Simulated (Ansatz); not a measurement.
Process, species as SMILES: Br (HBr) → [Br-] + H+
B3LYP-D3(BJ)/def2-TZVP geometries, fixed; electronic energies without zero-point terms.
Largest species:
```xyz
2

Br     0.0000     0.0000    -0.0396
H      0.0000     0.0000     1.3852
```

How fast the deprotonation energy converges with the basis for several methods (Ansatz, a program for electronic structure): deviation from each method's own reference, in kcal/mol. References: B2PLYP 324.91 kcal/mol, the value in aug-cc-pV5Z; CCSD(T) 325.54 kcal/mol, Hartree-Fock in aug-cc-pV5Z plus the correlation part extrapolated as X^-3 from aug-cc-pVQZ and aug-cc-pV5Z; HF 323.64 kcal/mol, the value in aug-cc-pV5Z; MP2 323.54 kcal/mol, Hartree-Fock in aug-cc-pV5Z plus the correlation part extrapolated as X^-3 from aug-cc-pVQZ and aug-cc-pV5Z; PBE 326.36 kcal/mol, the value in aug-cc-pV5Z; PBE0 326.75 kcal/mol, the value in aug-cc-pV5Z. Cartesian d functions, on some or all atoms, in 6-31G*; all else is spherical. In correlated methods cores are frozen (with 3d on Ga to Br). No added dispersion term, no relativity. 

| basis | functions | B2PLYP | CCSD(T) | HF | MP2 | PBE | PBE0 |
|---|---|---|---|---|---|---|---|
| pcseg-1 | 32 | 11.36 | 13.25 | 6.87 | 11.53 | 12.00 | 8.95 |
| 6-31G* | 37 | 1.55 | 1.71 | -1.50 | 0.32 | 2.87 | 0.72 |
| aug-cc-pVDZ | 45 | -2.03 | 0.57 | -2.84 | -0.64 | -2.37 | -2.52 |
| pcseg-2 | 57 | 3.68 | 6.41 | 2.12 | 5.70 | 3.17 | 2.31 |
| cc-pVTZ | 57 | 4.61 | 7.40 | 2.52 | 6.81 | 4.25 | 3.13 |
| aug-cc-pVTZ | 82 | 0.06 | 2.09 | -0.45 | 1.68 | -0.31 | -0.36 |
| def2-QZVPP | 119 | 2.42 | 3.76 | 1.21 | 3.81 | 2.40 | 1.73 |
| aug-pcseg-3 | 142 | 0.04 | 0.86 | 0.02 | 0.96 | -0.16 | -0.10 |

Mean absolute deviation over pcseg-2, cc-pVTZ, aug-cc-pVTZ: HF 1.70, PBE0 1.93, PBE 2.58, B2PLYP 2.78, MP2 4.73, CCSD(T) 5.30 kcal/mol.
